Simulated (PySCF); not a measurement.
selenophene (C₄H₄Se), SMILES c1cc[se]c1.

Geometry optimised at r2SCAN-D4/def2-SVP.

Two levels are set side by side: PBE/def2-TZVP (PySCF) and PBE0/def2-TZVP (PySCF). Same geometry, gas phase. Differences are taken from unrounded values.

```csv
quantity,PBE0,PBE,PBE minus PBE0
orbital gap (eV),6.19,4.32,-1.87
highest occupied level (eV),-6.83,-5.80,1.03
lowest empty level (eV),-0.64,-1.48,-0.84
dipole moment (D),0.39,0.29,-0.10
mean polarisability (bohr³),66.4,67.5,1.2
```

PBE's occupied levels lie high since its potential decays too fast outside the molecule; exact exchange lowers them and widens the gap. Differences between two approximate levels are no errors against the true value.

Rough cost on one machine, each run with all the roots and properties that it gave: PBE0 against PBE within a factor of 2.
